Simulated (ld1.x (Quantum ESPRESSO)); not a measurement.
La (Z = 57), ultrasoft: configuration errors across variants

```json
{"Element": "lanthanum", "Generator": "ld1.x (Quantum ESPRESSO) 7.5", "Type": "ultrasoft", "Functional": "PBEsol", "Relativity": "scalar-relativistic", "Frozen core": "[Kr] 4d10", "Valence charge": "11", "Reference configuration": "4f0 5s2 5p6 5d1 6s1 6p0 (charge +1)", "Partial waves": "5s (bound): rcut 2.05, rcutus 2.80 bohr; 6s (bound): rcut 2.05, rcutus 2.80 bohr; 5p (bound): rcut 2.35, rcutus 3.20 bohr; 6p (bound, empty): rcut 2.35, rcutus 3.20 bohr; 5d (bound): rcut 2.20, rcutus 3.05 bohr; 5d channel at -0.25 Ry: rcut 2.20, rcutus 3.05 bohr; 4f (bound, empty): rcut 1.35, rcutus 1.70 bohr; 4f channel at 1.7 Ry: rcut 1.35, rcutus 1.70 bohr", "Local potential": "all-electron potential smoothed inside 1.45 bohr (lloc = -1)", "Core correction": "Bessel-smoothed model core inside 1.45 bohr", "Augmentation charge": "built from norm-conserving waves at rcut, not smoothed further"}
```

All-electron excitation energies from the reference (eV): (1) 4f0 5s2 5p6 5d1 6s2 6p0 -5.999; (2) 4f0 5s2 5p6 5d1 6s0 6p0 10.847; (3) 4f0 5s2 5p6 5d0 6s0 6p0 29.755; (4) 4f0 5s2 5p6 5d1 6s0 6p2 -1.102; (5) 4f0 5s2 5p6 5d2 6s1 6p0 -5.191.

The overlap operator is not positive definite (basis up to 400 Ry) in “base”, “waves 4f (bound): rcut 1.35, rcutus 1.72 bohr; 4f channel at 1.7 Ry: rcut 1.35, rcutus 1.72 bohr”, “local potential all-electron potential smoothed inside 2.00 bohr (lloc = -1)”, “waves 5p (bound): rcut 2.35, rcutus 3.98 bohr; 6p (bound): rcut 2.35, rcutus 3.98 bohr”. Such files are unfit for use, however small their errors in these radial tests.

Tests that are not counted but printed errors over 1 eV. “local potential all-electron potential smoothed inside 2.00 bohr (lloc = -1)”: 4f0 5s2 5p6 5d0 6s0 6p0 (solver errors, printed error -403 eV). “waves 5p (bound): rcut 2.35, rcutus 3.98 bohr; 6p (bound): rcut 2.35, rcutus 3.98 bohr”: 4f0 5s2 5p6 5d1 6s0 6p2 (solver errors, printed error -18.9 eV).

3 further variants failed, have other tests or another functional or relativity, and are left out.

A true bound ghost makes a file unfit for plane-wave use even where its test errors are small: the radial tests pick states by their node count and pass the ghost by. Where a test does run into it, the solver fails or the error is huge.

The file “base” misses its own reference levels by 1.1 eV. The file “waves 4f (bound): rcut 1.35, rcutus 1.72 bohr; 4f channel at 1.7 Ry: rcut 1.35, rcutus 1.72 bohr” misses its own reference levels by 1.1 eV. The file “local potential all-electron potential smoothed inside 2.00 bohr (lloc = -1)” misses its own reference levels by 0.6 eV. The file “waves 5p (bound): rcut 2.35, rcutus 3.98 bohr; 6p (bound): rcut 2.35, rcutus 3.98 bohr” misses its own reference levels by 1.1 eV.

Errors AE − PS in meV (a dash: test not solved or not reliable):

```csv
change,(1),(2),(3),(4),(5),bound ghosts
base,-662,+1342,+1175,+796,+516,not determined (overlap not positive)
"waves 4f (bound): rcut 1.35, rcutus 1.72 bohr; 4f channel at 1.7 Ry: rcut 1.35, rcutus 1.72 bohr",-662,+1342,+1175,+796,+516,not determined (overlap not positive)
local potential all-electron potential smoothed inside 2.00 bohr (lloc = -1),-489,+704,–,-74,+139,"f (s, p not tested, overlap not positive)"
"waves 5p (bound): rcut 2.35, rcutus 3.98 bohr; 6p (bound): rcut 2.35, rcutus 3.98 bohr",-661,+1340,+1178,–,+520,not determined (overlap not positive)
```

Question: Give the same row for: core correction Bessel-smoothed model core inside 0.68 bohr.

Answer: -660, +1337, +1169, +807, +514; bound ghosts: not determined (overlap not positive). Its overlap operator is not positive definite in a basis up to 400 Ry (lowest eigenvalue s -0.14, p -0.57), so the file is unfit for use: the generalised eigenproblem breaks down once the basis is large enough, and its test numbers describe a broken file.
